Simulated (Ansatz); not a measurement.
Isolated molecules relaxed with PBE0-D4/def2-TZVP in Ansatz; ΔE leaves out vibrations. CBS: MP2 limit from def2 TZ/QZ plus the TZ coupled-cluster correction, frozen cores. Functionals use def2-TZVPP. def2 core potentials past Kr. For I, Te outer-core shells are correlated without core-valence functions, which leaves a few kJ/mol of doubt a bond.

`[CH3][AlH][TeH]` + `ClCI` → `[TeH]CI` + `[CH3][AlH][Cl]`  (formal exchange of groups at a Te–Al bond)

Q: Is it downhill or uphill in electronic energy at CCSD(T)/CBS, and by how much? (An estimate is asked.)

A: Ansatz gave: Downhill: ΔE = -19.8 kcal/mol.

Q: What do these levels give: r2SCAN-D4, BHLYP-D4, PBE, BLYP, r2SCAN0, CCSD/CBS(def2)? (Best estimate.)

A: Computed: r2SCAN-D4 -18.4, BHLYP-D4 -19.7, PBE -16.4, BLYP -18.6, r2SCAN0 -18.1, CCSD/CBS(def2) -19.9 kcal/mol.

Largest T1 diagnostic among the species: 0.010.

Leaving LDA and LC-ωPBE aside and taking each functional with its dispersion term where it has one, the values, not all of them listed here, spread over 4.4 kcal/mol, from B97M-V to PBE-D4. LDA lies +0.8 kcal/mol from PBE without D4. At CCSD(T), def2-SVP lies +1.0 kcal/mol from the extrapolated value and def2-TZVPP +0.3 kcal/mol.
